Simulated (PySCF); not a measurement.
# How methods differ on the ionisation energy of O⁺

O⁺ [He] 2s2 2p3 (4S) → O²⁺ [He] 2s2 2p2 (3P), as a difference of total energies. All numbers are calculated (PySCF 2.14, scalar relativity by spin-free X2C-1e, in x2c-QZVPPall (7s4p3d2f1g, 57 functions)). Correlated levels: valence: 1s2 frozen. The calculations carry no spin-orbit coupling.

| method | ionisation energy (eV) | plus first-order spin-orbit estimate | error of that sum (eV) |
| --- | --- | --- | --- |
| UHF | 34.569 | 34.542 | -0.579 |
| MP2 (valence) | 35.241 | 35.214 | +0.093 |
| SCS-MP2 (valence) | 34.975 | 34.948 | -0.173 |
| CCSD (valence) | 35.058 | 35.031 | -0.090 |
| CCSD(T) (valence) | 35.070 | 35.042 | -0.079 |

Reference: 35.121 eV (measured; NIST Atomic Spectra Database, ionization energies).

A first-order spin-orbit estimate (lowest level to lowest level, LS coupling) adds -0.028 eV.

Errors of the correlated levels include the incompleteness of this basis and the frozen core.
